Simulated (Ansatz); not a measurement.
Start from `BC(C)C=N` and change one atom or group to get `BCC=N`.

Ansatz, PBE0-D4/def2-TZVP geometries, multiplicity 1. Each molecule was computed in one conformer, which needn't be the lowest.

| property | `BC(C)C=N` |
| --- | --- |
| HOMO–LUMO gap (PBE/def2-TZVPP) / eV | 3.52 |
| HOMO–LUMO gap (B3LYP/def2-TZVPP) / eV | 5.59 |
| LUMO energy (ωB97M-V/def2-TZVPP) / eV | 0.42 |
| LUMO energy (PBE/def2-TZVPP) / eV | -2.51 |
| HOMO energy (B3LYP/def2-TZVPP) / eV | -7.31 |
| HOMO–LUMO gap (PBE0/def2-TZVPP) / eV | 6.06 |

Q: Give the same properties after the change, and the shifts. (Estimate.)

A: The calculation gave: 
```
                             property  `BCC=N`  shift
  HOMO–LUMO gap (PBE/def2-TZVPP) / eV     3.41  -0.11
HOMO–LUMO gap (B3LYP/def2-TZVPP) / eV     5.44  -0.15
LUMO energy (ωB97M-V/def2-TZVPP) / eV     0.29  -0.13
    LUMO energy (PBE/def2-TZVPP) / eV    -2.66  -0.15
  HOMO energy (B3LYP/def2-TZVPP) / eV    -7.32  -0.01
 HOMO–LUMO gap (PBE0/def2-TZVPP) / eV     5.92  -0.14
```

B3LYP here is the variant with VWN-RPA as its local correlation; programs differ in this.
